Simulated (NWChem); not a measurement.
Total energies of H$_{6}$B$_{2}$

```xyz
8

B      0.0000     0.0000     0.8885
B      0.0000     0.0000    -0.8885
H      0.0000    -0.9883     0.0000
H      1.0494     0.0000     1.4735
H     -1.0494     0.0000     1.4735
H      0.0000     0.9883     0.0000
H      1.0494     0.0000    -1.4735
H     -1.0494     0.0000    -1.4735
```
Charge 0, spin multiplicity 1.

The numbers come from NWChem runs, not from measurements. The geometry was optimised at B3LYP/def2-SVP, a minimum by its harmonic frequencies.

Basis set: cc-pVDZ (58 functions).

```
method   total energy (Ha)
-------  -----------------
RHF              -52.81581
MP2              -53.03162
B2PLYP           -53.18705
PBE              -53.16179
B3LYP            -53.28212
TPSS             -53.30409
CCSD(T)          -53.08030
```

Total energies of different functionals aren't comparable as a measure of quality: only differences taken within one method are. 

The correlated methods keep 2 core orbitals frozen. B3LYP has NWChem's definition, with VWN1-RPA local correlation. The structure started from a generated list of species. Coupled-cluster values serve here as a point of comparison, not as the truth.
